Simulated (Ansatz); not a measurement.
Reaction: SiHCl2 (SMILES Cl[SiH]Cl, doublet) → SiHCl2- (SMILES Cl[SiH-]Cl) (an electron is taken up)
Each species at its own B3LYP-D3(BJ)/def2-TZVP minimum (Ansatz, an electronic-structure program).

Total energies in hartree (Ansatz). UHF or UKS for unpaired electrons; spin-orbit terms are left out. Cores are frozen in correlated methods. No relativity.

| species | HF/aug-cc-pV(T+d)Z | CCSD(T)/aug-cc-pV(T+d)Z | HF/aug-cc-pV(Q+d)Z | CCSD(T)/aug-cc-pV(Q+d)Z | CCSD(T)/aug-cc-pV(D+d)Z | CCSDT(Q)/aug-cc-pV(D+d)Z |
|---|---|---|---|---|---|---|
| 1: SiHCl2 (SMILES Cl[SiH]Cl, doublet) | -1208.63972 | -1209.18852 | -1208.64924 | -1209.23935 | -1209.02891 | -1209.03118 |
| 2: SiHCl2- (SMILES Cl[SiH-]Cl) | -1208.68586 | -1209.27354 | -1208.69443 | -1209.32442 | -1209.11523 | -1209.11768 |

Question: Work out the adiabatic electron affinity (electronic), positive where energy is released in eV: take Hartree-Fock from aug-cc-pV(Q+d)Z, extrapolate the CCSD(T) correlation energy as X^-3 (X = 3, 4), and add CCSDT(Q) - CCSD(T) in aug-cc-pV(D+d)Z. 1 hartree = 27.211 eV.

Answer: 
Species 1: correlation (64·(-0.59011) - 27·(-0.54880))/37 = -0.62026; step -0.00227; E1 = -1208.64924 + (-0.62026) + (-0.00227) = -1209.27177
Species 2: correlation (64·(-0.62999) - 27·(-0.58768))/37 = -0.66086; step -0.00245; E2 = -1208.69443 + (-0.66086) + (-0.00245) = -1209.35774
+1·E1 -1·E2 = 0.08597 hartree = 2.34 eV.
